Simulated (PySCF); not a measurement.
disilicic acid (H6O7Si2), singlet, geometry from GFN2-xTB, with bond 10-1 at 1.6 times its length. Base run: SVWN5/STO-3G (PySCF).

PySCF was given this input:
```python
from pyscf import gto, scf, dft

mol = gto.Mole()
mol.atom = '''
    O     2.794806    0.383544    0.452986
    Si    1.396571   -0.425781    0.360053
    O     1.408270   -1.476048   -0.865582
    O     1.178405   -1.214469    1.754064
    O     0.206106    0.677754    0.120164
    Si   -1.335717    0.527135   -0.326687
    O    -1.774083    1.900231   -1.079307
    O    -1.431485   -0.798978   -1.270158
    O    -2.370535    0.294511    0.896270
    H     3.323927    1.083881   -0.792844
    H     0.548543   -1.734278   -1.198057
    H     1.347391   -0.758419    2.573480
    H    -1.173091    2.299273   -1.701459
    H    -2.296899   -1.173921   -1.412719
    H    -2.495262    0.994772    1.529795
'''
mol.basis = 'sto-3g'
mol.charge = 0
mol.spin = 0
mol.verbose = 4
mol.build()

mf = dft.RKS(mol)
mf.xc = 'lda,vwn'
mf.kernel()
```

Each row names what was changed in the base input (with any setting that the change needs).

```json
[
 {"change": "base", "ΔE vs base (µEh)": "0.0", "SCF cycles": "13", "outcome": "converged"},
 {"change": "init_guess = 1e", "ΔE vs base (µEh)": "0.0", "SCF cycles": "23", "outcome": "converged"},
 {"change": "init_guess = mod_huckel", "ΔE vs base (µEh)": "0.0", "SCF cycles": "14", "outcome": "converged"},
 {"change": "diis_space = 4", "ΔE vs base (µEh)": "0.0", "SCF cycles": "16", "outcome": "converged"},
 {"change": "diis_space = 20", "ΔE vs base (µEh)": "0.0", "SCF cycles": "13", "outcome": "converged"},
 {"change": "level_shift = 1.0 (with mf.max_cycle = 100)", "ΔE vs base (µEh)": "0.0", "SCF cycles": "61", "outcome": "converged"},
 {"change": "conv_tol_grad = 1e-7", "ΔE vs base (µEh)": "0.0", "SCF cycles": "18", "outcome": "converged"},
 {"change": "diis = off; damp = 0.6 (with mf.diis_start_cycle = 200; with mf.max_cycle = 150)", "ΔE vs base (µEh)": "0.0", "SCF cycles": "29", "outcome": "converged"},
 {"change": "solver = newton", "ΔE vs base (µEh)": "0.0", "SCF cycles": "-", "outcome": "converged"},
 {"change": "conv_tol = 1e-11", "ΔE vs base (µEh)": "0.0", "SCF cycles": "15", "outcome": "converged"},
 {"change": "diis = off (with mf.max_cycle = 100)", "ΔE vs base (µEh)": "-", "SCF cycles": "100", "outcome": "not converged"},
 {"change": "diis_space = 2", "ΔE vs base (µEh)": "-", "SCF cycles": "50", "outcome": "not converged"},
 {"change": "DIIS = EDIIS", "ΔE vs base (µEh)": "-", "SCF cycles": "50", "outcome": "not converged"}
]
```
